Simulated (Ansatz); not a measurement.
C₆H₁₆F₂N₂Ti, SMILES `CC(C)[NH][Ti]([F])([F])[NH]C(C)C`, relaxed with RKS PBE-D4/def2-SVP in the Gaussian-basis code of Ansatz from a rough embedded geometry. The force threshold is 0.03 eV/Å; the program also tests the step.

The species carries charge 0 and has multiplicity 1.

Start:

```xyz
27

C    -2.639   -0.506    0.288
C    -1.417   -0.670    1.238
C    -1.778   -1.585    2.427
N    -0.917    0.621    1.680
Ti   -0.400    1.782    0.128
F     1.013    2.996    0.687
F    -1.874    2.805   -0.480
N     0.294    0.595   -1.440
C     1.766    0.569   -1.378
C     2.250   -0.092   -0.107
C     2.278   -0.159   -2.609
H    -2.972   -1.449   -0.057
H    -2.376    0.208   -0.485
H    -3.447    0.027    0.936
H    -0.612   -1.149    0.633
H    -2.517   -1.146    3.044
H    -0.832   -1.756    3.026
H    -2.090   -2.582    2.039
H    -0.089    0.453    2.308
H    -0.053    1.065   -2.234
H     2.076    1.662   -1.399
H     1.842    0.461    0.741
H     1.893   -1.081   -0.082
H     3.349   -0.048   -0.086
H     1.942    0.342   -3.589
H     3.402   -0.123   -2.594
H     1.908   -1.241   -2.637
```

```json
{"step": "1", "energy (eV)": "-37979.6566", "largest force (eV/Å)": "4.263", "largest move (Å)": "0.000"}
{"step": "2", "energy (eV)": "-37981.1256", "largest force (eV/Å)": "1.275", "largest move (Å)": "0.193"}
{"step": "3", "energy (eV)": "-37981.3735", "largest force (eV/Å)": "1.042", "largest move (Å)": "0.193"}
{"step": "4", "energy (eV)": "-37981.4458", "largest force (eV/Å)": "0.558", "largest move (Å)": "0.135"}
{"step": "5", "energy (eV)": "-37981.4947", "largest force (eV/Å)": "0.263", "largest move (Å)": "0.191"}
{"step": "6", "energy (eV)": "-37981.5143", "largest force (eV/Å)": "0.163", "largest move (Å)": "0.124"}
{"step": "7", "energy (eV)": "-37981.5385", "largest force (eV/Å)": "0.206", "largest move (Å)": "0.195"}
{"step": "8", "energy (eV)": "-37981.5585", "largest force (eV/Å)": "0.263", "largest move (Å)": "0.195"}
{"step": "9", "energy (eV)": "-37981.5726", "largest force (eV/Å)": "0.260", "largest move (Å)": "0.184"}
{"step": "10", "energy (eV)": "-37981.5900", "largest force (eV/Å)": "0.238", "largest move (Å)": "0.115"}
{"step": "11", "energy (eV)": "-37981.6063", "largest force (eV/Å)": "0.243", "largest move (Å)": "0.142"}
{"step": "12", "energy (eV)": "-37981.6152", "largest force (eV/Å)": "0.081", "largest move (Å)": "0.151"}
{"step": "13", "energy (eV)": "-37981.6185", "largest force (eV/Å)": "0.071", "largest move (Å)": "0.108"}
{"step": "14", "energy (eV)": "-37981.6201", "largest force (eV/Å)": "0.033", "largest move (Å)": "0.059"}
{"step": "15", "energy (eV)": "-37981.6206", "largest force (eV/Å)": "0.020", "largest move (Å)": "0.058"}
```

End:

```xyz
27

C    -2.044   -0.831   -0.167
C    -1.242   -0.981    1.129
C    -2.127   -1.483    2.277
N    -0.615    0.289    1.488
Ti   -0.184    1.879    0.568
F     0.994    2.706    1.606
F    -1.661    2.800    0.227
N     0.501    1.429   -1.131
C     1.762    0.798   -1.513
C     2.605    0.517   -0.266
C     1.518   -0.481   -2.328
H    -2.497   -1.797   -0.466
H    -1.390   -0.483   -0.991
H    -2.857   -0.085   -0.034
H    -0.448   -1.752    0.950
H    -2.943   -0.757    2.481
H    -1.540   -1.612    3.211
H    -2.583   -2.464    2.031
H    -0.293    0.292    2.467
H    -0.106    1.622   -1.939
H     2.337    1.507   -2.160
H     2.803    1.446    0.306
H     2.071   -0.190    0.406
H     3.579    0.064   -0.540
H     0.890   -0.277   -3.220
H     2.476   -0.916   -2.683
H     0.997   -1.243   -1.710
```

It took 15 s on 11 threads of an AMD EPYC 7R13 on a shared host and a whole NVIDIA H100 80 GB, with 0.95 GiB of host memory at the peak.
